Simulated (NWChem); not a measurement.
System: CH₄AlCl₂N; SMILES [Cl][Al]([Cl])[NH]C

Output (shortened):

```
             Northwest Computational Chemistry Package (NWChem) 7.3.0
             --------------------------------------------------------

                             Geometry "geometry" -> ""
                             -------------------------

 Output coordinates in angstroms (scale by  1.889725989 to convert to a.u.)

  No.       Tag          Charge          X              Y              Z
 ---- ---------------- ---------- -------------- -------------- --------------
    1 Al                  13.0000    -0.06306200     0.16210000     0.00000000
    2 Cl                  17.0000    -0.51746300     2.20482500     0.00000000
    3 Cl                  17.0000     1.93259000    -0.47167100     0.00000000
    4 N                    7.0000    -1.36178700    -1.02265100     0.00000000
    5 C                    6.0000    -1.27419900    -2.46666400     0.00000000
    6 H                    1.0000    -2.32099700    -0.68836100     0.00000000
    7 H                    1.0000    -1.74698200    -2.91795800    -0.89091100
    8 H                    1.0000    -1.74698200    -2.91795800     0.89091100
    9 H                    1.0000    -0.22003600    -2.78242500     0.00000000

 Effective nuclear repulsion energy (a.u.)     320.6342384961

                                 NWChem DFT Module
                                 -----------------

 Summary of "ao basis" -> "ao basis" (spherical)
 ------------------------------------------------------------------------------
       Tag                 Description            Shells   Functions and Types
 ---------------- ------------------------------  ------  ---------------------
 Al                         def2-svp                 8       18   4s3p1d
 Cl                         def2-svp                 8       18   4s3p1d
 N                          def2-svp                 6       14   3s2p1d
 C                          def2-svp                 6       14   3s2p1d
 H                          def2-svp                 3        5   2s1p

            General Information
            -------------------
          SCF calculation type: DFT
          Wavefunction type:  closed shell.
          No. of atoms     :     9
          No. of electrons :    64
           Alpha electrons :    32
            Beta electrons :    32
          Charge           :     0
          Spin multiplicity:     1
          Use of symmetry is: off; symmetry adaption is: off
          Maximum number of iterations: 150
          AO basis - number of functions:   102
                     number of shells:    48
          Convergence on energy requested:  1.00D-06
          Convergence on density requested:  1.00D-05
          Convergence on gradient requested:  5.00D-04

              XC Information
              --------------
                         B3LYP Method XC Potential
                     Hartree-Fock (Exact) Exchange  0.200
                        Slater Exchange Functional  0.800 local
                    Becke 1988 Exchange Functional  0.720 non-local
              Lee-Yang-Parr Correlation Functional  0.810
                  VWN I RPA Correlation Functional  0.190 local

             Grid Information
             ----------------
          Grid used for XC integration:  medium
          Radial quadrature: Mura-Knowles
          Angular quadrature: Lebedev.
          Tag              B.-S. Rad. Rad. Pts. Rad. Cut. Ang. Pts.
          ---              ---------- --------- --------- ---------
          Al                  1.25       88          10.0       590
          Cl                  1.00       88          13.0       590
          N                   0.65       49           9.0       434
          C                   0.70       49          11.0       434
          H                   0.35       45          12.0       434
          Grid pruning is: on
          Number of quadrature shells:   542
          Spatial weights used:  Erf1

      Superposition of Atomic Density Guess
      -------------------------------------

 Sum of atomic energies:       -1254.30456376

      Non-variational initial energy
      ------------------------------

 Total energy =   -1256.082394
 1-e energy   =   -2371.091485
 2-e energy   =     794.374853
 HOMO         =      -0.307009
 LUMO         =      -0.008386

     ---------------------------------------------
      Total Density - Mulliken Population Analysis
     ---------------------------------------------

    Atom       Charge   Shell Charges
 -----------   ------   -------------------------------------------------------
    1 Al  13    11.69   2.00  1.99  0.68  0.05  5.93  0.54  0.29  0.21
    2 Cl  17    17.46   2.00  1.99  1.23  0.71  5.94  2.18  3.40  0.01
    3 Cl  17    17.46   2.00  1.99  1.23  0.71  5.94  2.18  3.40  0.01
    4 N    7     7.87   1.99  1.03  0.49  2.59  1.76  0.01
    5 C    6     6.01   1.99  0.93  0.19  1.93  0.93  0.04
    6 H    1     0.74   0.60  0.11  0.04
    7 H    1     0.92   0.69  0.21  0.02
    8 H    1     0.92   0.69  0.21  0.02
    9 H    1     0.92   0.68  0.22  0.02

   convergence    iter        energy       DeltaE   RMS-Dens  Diis-err
 ---------------- ----- ----------------- --------- --------- ---------
 d= 0,ls=0.0,diis     1  -1257.8176061484 -1.58D+03  1.05D-02  5.64D-01
 d= 0,ls=0.0,diis     2  -1257.8194160809 -1.81D-03  5.97D-03  4.93D-01
 d= 0,ls=0.0,diis     3  -1257.8736917769 -5.43D-02  1.74D-03  6.81D-02
 d= 0,ls=0.0,diis     4  -1257.8803877087 -6.70D-03  7.23D-04  7.83D-03
 d= 0,ls=0.0,diis     5  -1257.8814766022 -1.09D-03  6.75D-05  4.96D-05
  Resetting Diis
 d= 0,ls=0.0,diis     6  -1257.8814825310 -5.93D-06  1.43D-05  2.98D-06
 d= 0,ls=0.0,diis     7  -1257.8814828822 -3.51D-07  5.93D-06  1.52D-07

         Total DFT energy =    -1257.881482882230
      One electron energy =    -2375.176123499751
           Coulomb energy =      885.824956970495
    Exchange-Corr. energy =      -89.164554849079
 Nuclear repulsion energy =      320.634238496105

 Numeric. integr. density =       63.999994460626

                       DFT Final Molecular Orbital Analysis
                       ------------------------------------

 Vector   30  Occ=2.000000D+00  E=-3.234997D-01
              MO Center=  7.2D-01,  8.0D-01,  3.5D-09, r^2= 4.3D+00
   Bfn.  Coefficient  Atom+Function         Bfn.  Coefficient  Atom+Function
  ----- ------------  ---------------      ----- ------------  ---------------
    49     -0.468211  3 Cl pz                31      0.454224  2 Cl pz
    46     -0.339371  3 Cl pz                28      0.329090  2 Cl pz
    43     -0.198733  3 Cl pz                25      0.192711  2 Cl pz
    15      0.047637  1 Al d -1              17      0.044061  1 Al d  1

 Vector   31  Occ=2.000000D+00  E=-3.165311D-01
              MO Center=  6.6D-01,  8.0D-01, -3.0D-10, r^2= 4.5D+00
   Bfn.  Coefficient  Atom+Function         Bfn.  Coefficient  Atom+Function
  ----- ------------  ---------------      ----- ------------  ---------------
    29      0.453832  2 Cl px                48     -0.451557  3 Cl py
    26      0.338629  2 Cl px                45     -0.336747  3 Cl py
    23      0.196822  2 Cl px                42     -0.195743  3 Cl py
    47     -0.061453  3 Cl px                11      0.057045  1 Al px
    12     -0.055945  1 Al py                18     -0.047407  1 Al d  2

 Vector   32  Occ=2.000000D+00  E=-2.518633D-01
              MO Center= -1.2D+00, -1.2D+00, -1.6D-09, r^2= 2.2D+00
   Bfn.  Coefficient  Atom+Function         Bfn.  Coefficient  Atom+Function
  ----- ------------  ---------------      ----- ------------  ---------------
    60      0.515557  4 N  pz                63     -0.444240  4 N  pz
    88     -0.180611  7 H  s                 93      0.180611  8 H  s
    74      0.151853  5 C  pz                89     -0.124046  7 H  s
    94      0.124046  8 H  s                 13     -0.121971  1 Al pz
    31      0.120770  2 Cl pz                49      0.114653  3 Cl pz

[...]

                     NWChem Electrostatic Potential Fit Module
                     -----------------------------------------

 Atom parameters

 Number of atoms is                                    9
 Number of basis functions is                        102

 Grid parameters

 Maximum number of grid points is                  39267
 Number of grid points is                          39266
 Grid range                                     0.300000 nm
 Grid spacing                                   0.020000 nm
 Probe radius                                   0.070000 nm
 Atom radius factor                             1.000000

 Atomic radii

    1    0.100000
    6    0.147000
    7    0.140000
   13    0.195000
   17    0.169000
 FASTESP  F
  using M.O. file = ./job.movecs

    Atom              Coordinates                           Charge

                                                  ESP

    1 Al   -0.006306    0.016210    0.000000    0.693955
    2 Cl   -0.051746    0.220483    0.000000   -0.273697
    3 Cl    0.193259   -0.047167    0.000000   -0.257337
    4 N    -0.136179   -0.102265    0.000000   -0.603656
    5 C    -0.127420   -0.246666    0.000000    0.259251
    6 H    -0.232100   -0.068836    0.000000    0.256855
    7 H    -0.174698   -0.291796   -0.089091   -0.030813
    8 H    -0.174698   -0.291796    0.089091   -0.030993
    9 H    -0.022004   -0.278243    0.000000   -0.013565
                                            ------------
                                                0.000000

 Dipole moment                                  0.994995

 Quadrupole moment Qxx                         -2.815679
                   Qyy                         -4.967135
                   Qzz                          7.782814

 RMS deviation kJ/mol                           0.065530

 RRMS %                                        34.652699
```

Level: B3LYP/def2-SVP. Coordinates come from a PBE0/def2-SVP optimisation.

Q: Which NWChem input produces such a log?

A: One answer among several that fit: the input that was run:
```
start job
memory heap 200 mb stack 900 mb global 1100 mb
geometry units angstroms noautosym nocenter noautoz
  Al    -0.063062     0.162100     0.000000
  Cl    -0.517463     2.204825     0.000000
  Cl     1.932590    -0.471671     0.000000
  N     -1.361787    -1.022651     0.000000
  C     -1.274199    -2.466664     0.000000
  H     -2.320997    -0.688361     0.000000
  H     -1.746982    -2.917958    -0.890911
  H     -1.746982    -2.917958     0.890911
  H     -0.220036    -2.782425     0.000000
end
basis spherical
  Al library def2-svp
  Cl library def2-svp
  N library def2-svp
  C library def2-svp
  H library def2-svp
end
dft
  xc b3lyp
  iterations 150
  mulliken
end
task dft energy
esp
  recalculate
  probe 0.07
  range 0.3
  factor 1.0
  spacing 0.02
end
task esp
```
